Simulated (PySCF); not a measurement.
Species: Ge(NH2)2Me2, C2H10GeN2.
Cartesian coordinates in Å at the PBE0-D3(BJ)/def2-SVP level; atoms count from 1:
```xyz
15
C2H10GeN2 angstrom
Ge     0.1693   -0.0097    0.1199
N      0.3202    0.1494    1.9431
H     -0.5338    0.4146    2.4257
H      0.7162   -0.6652    2.4046
N      1.9097   -0.2150   -0.4293
H      2.0276   -0.4640   -1.4074
H      2.5126    0.5757   -0.2182
C     -0.7295    1.6165   -0.4842
H     -0.7550    1.6600   -1.5834
H     -0.2044    2.5068   -0.1080
H     -1.7680    1.6482   -0.1189
C     -0.7824   -1.5886   -0.5273
H     -1.8238   -1.5878   -0.1720
H     -0.2918   -2.5070   -0.1724
H     -0.7997   -1.6100   -1.6283
```

Method: TDDFT PBE0/def2-SVPD, vertical, gas phase, core orbitals frozen in the response (PySCF 2.14.0, density-fitted response routines). Relativistic effects, spin–orbit coupling among them, are left out although an element past zinc is present.

Ground-to-excited transition dipoles (e·a0, same axes as the geometry; the sign carries no meaning), for the states with f of 0.002 or more among the lowest 8:

```csv
state,E (hartree),μx,μy,μz
S1,0.2252,-0.316,0.403,-0.327
S2,0.2253,-0.345,-0.569,-0.067
S3,0.2625,0.076,-0.014,-0.093
S5,0.2754,-0.089,0.128,0.184
S6,0.2758,-0.102,0.053,0.022
S7,0.2801,-0.262,0.084,-0.130
S8,0.2805,-0.042,0.356,0.189
```

(1) Work out the oscillator strengths.

(2) Which bond between heavy atoms lies closest to the direction of the S2 transition dipole?

(3) What angle do the transition dipoles of S1 and S5 make?

(4) How is the summed strength of these states shared among x, y and z?

## Answers

(1) f = (2/3) ΔE |μ|² with ΔE in hartree (27.2114 eV).

| state | \|μ\|² (au) | \|μ\| (D) | f |
| --- | --- | --- | --- |
| S1 | 0.369 | 1.54 | 0.055 |
| S2 | 0.447 | 1.70 | 0.067 |
| S3 | 0.015 | 0.31 | 0.003 |
| S5 | 0.058 | 0.61 | 0.011 |
| S6 | 0.014 | 0.30 | 0.003 |
| S7 | 0.092 | 0.77 | 0.017 |
| S8 | 0.164 | 1.03 | 0.031 |

(2) Ge1–C12, at 14° from it; next Ge1–C8 at 64°.

(3) |cos θ| = |μa·μb| / (|μa| |μb|) = 0.13, so θ ≈ 82° (taken between 0 and 90°, since the signs are arbitrary).

(4) (2/3) Σ ΔE μα² gives 0.050 for x, 0.102 for y and 0.034 for z, 0.186 in all.

One conformer stands for the species.

Without π bonds the low states may be Rydberg-like; a valence basis with one diffuse set may place them up to an eV too high.
